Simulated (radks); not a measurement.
Results of a calculation; reference values are marked as such.
Species: the thulium ion Tm4+. Configuration: [Xe] 4f11. Level of theory: scalar-relativistic Kohn-Sham, PBEsol, spin-polarised, spherical densities, finite nucleus; open shells are filled with parallel spins first (spin-orbit coupling, left out, can overturn this in heavy ions); Fermi nuclear charge, rms radius 5.2256 fm (a radial shooting solver on a logarithmic mesh with Libxc functionals).

Normalised radial functions P(r) = r R(r), r in bohr:

r	5s up	5p down
0.0008379	0.0467	0.0010
0.001118	0.0586	0.0016
0.001491	0.0730	0.0026
0.001988	0.0900	0.0042
0.00263	0.1089	0.0067
0.003508	0.1299	0.0109
0.004679	0.1508	0.0175
0.006241	0.1683	0.0279
0.008324	0.1772	0.0440
0.0111	0.1696	0.0677
0.01481	0.1361	0.1011
0.01975	0.0681	0.1442
0.02613	-0.0323	0.1910
0.03485	-0.1559	0.2311
0.04648	-0.2574	0.2380
0.062	-0.2684	0.1777
0.08269	-0.1283	0.0282
0.1103	0.1428	-0.1807
0.1471	0.3780	-0.3344
0.1962	0.3273	-0.2726
0.2596	-0.0714	0.0431
0.3462	-0.5226	0.4222
0.4618	-0.4959	0.4789
0.6159	0.1268	0.0510
0.8215	0.8442	-0.5817
1.096	1.0948	-0.9707
1.461	0.8194	-0.9102
1.949	0.3837	-0.5572
2.579	0.1121	-0.2263
3.44	0.0171	-0.0533
4.588	0.0011	-0.0063
6.119	0.0000	-0.0003

5s up: eigenvalue -102.06 eV, 4 radial nodes at r = 0.0241, 0.0957, 0.249, 0.588 bohr, <r> = 1.18 bohr, 90 % of the charge inside 1.69 bohr. 5p down: eigenvalue -72.118 eV, 3 radial nodes at r = 0.0862, 0.252, 0.631 bohr, <r> = 1.37 bohr, 90 % of the charge inside 1.98 bohr.
